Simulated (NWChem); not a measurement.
System: SnNH4F; SMILES [NH2][SnH2][F]

Here is an NWChem input.

```
start job
memory heap 200 mb stack 900 mb global 1100 mb
geometry units angstroms noautosym nocenter noautoz
  Sn     0.287592    -0.050647     0.016872
  N     -0.829101     1.626766    -0.114272
  F     -0.819838    -1.610490    -0.374847
  H      0.793985    -0.261911     1.632034
  H      1.474079    -0.030800    -1.208867
  H     -1.592516     1.680488     0.556548
  H     -1.207307     1.811492    -1.040843
end
basis spherical
  * library def2-svpd
end
ecp
  Sn library def2-ecp
end
dft
  xc slater vwn_5
  iterations 150
end
property
  response 1 0.0
end
task dft property
```

The geometry was optimised at PBE0/def2-SVP. def2 effective core potentials on Sn; no spin-orbit coupling.

Static field.

Task: What results follow from this input? (LDA (Slater exchange, VWN5)/def2-SVPD with def2 effective core potentials on Sn.) Quantities: isotropic polarisability (bohr³); anisotropy (bohr³).

Result: 
* **isotropic polarisability (bohr³)**: 51.3
* **anisotropy (bohr³)**: 7.4
